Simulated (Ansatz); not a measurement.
Geometry optimisation, Ansatz, UKS PBE0/def2-mTZVP.

The input (input.yaml):

```yaml
crystal:
  periodic: [false, false, false]
  atoms:
    - { symbol: Al, position_ang: [-0.004579, 0.013868, -0.136712] }
    - { symbol: F, position_ang: [-0.021025, 0.085226, 1.538168] }
    - { symbol: "N", position_ang: [1.551758, 0.106461, -0.955937] }
    - { symbol: H, position_ang: [1.714411, -0.104665, -1.930923] }
    - { symbol: H, position_ang: [2.425411, 0.293701, -0.485323] }
    - { symbol: "N", position_ang: [-1.550831, -0.139467, -0.965421] }
    - { symbol: H, position_ang: [-2.433039, -0.262645, -0.491854] }
    - { symbol: H, position_ang: [-1.698223, -0.039358, -1.958271] }
    - { symbol: H, position_ang: [0.016118, 0.046879, 3.666272] }
magnetization:
  spin_polarized: true
  initial_magnetization: 1
basis:
  gaussian: { orbitals: def2-mTZVP }
hamiltonian:
  xc: pbe0
relax:
  f_tol: 0.03
  max_steps: 50
```

Launched with:

```bash
$ ansatz run input.yaml --threads 4 --pin off --max-ram 5120MiB --backend cpu --events-out ev --progress --plain --runs-dir out
```

Question: Where does it end, and by what steps?

Answer: The forces met the threshold. The force dipped under the threshold on the way, but the program's further checks kept it going. After 9 steps the energy has fallen by 0.091 eV; H9 moved furthest, 1.15 Å.

```
step  energy less start (eV)  largest force component (eV/Å)  accepted
   0                  0.0000                           0.714       yes
   1                 -0.0295                           0.490       yes
   2                 -0.0649                           0.152       yes
   3                 -0.0775                           0.179       yes
   4                 -0.0862                           0.050       yes
   5                 -0.0889                           0.053       yes
   6                 -0.0899                           0.094       yes
   7                 -0.0906                           0.018       yes
   8                 -0.0912                           0.041       yes
   9                 -0.0914                           0.023       yes
```

```xyz
9
Properties=species:S:1:pos:R:3
Al -0.013 0.054 -0.278
F -0.035 0.200 1.372
N 1.550 0.092 -1.089
H 1.705 0.010 -2.082
H 2.430 0.195 -0.606
N -1.555 -0.136 -1.109
H -2.447 -0.159 -0.639
H -1.683 -0.235 -2.104
H 0.047 -0.021 4.815
```

Whether the end is a true minimum wasn't checked by a vibrational analysis.

Time of the run: 17 s on 4 threads of Arm Neoverse V2, on a shared host, peak memory 0.23 GiB.
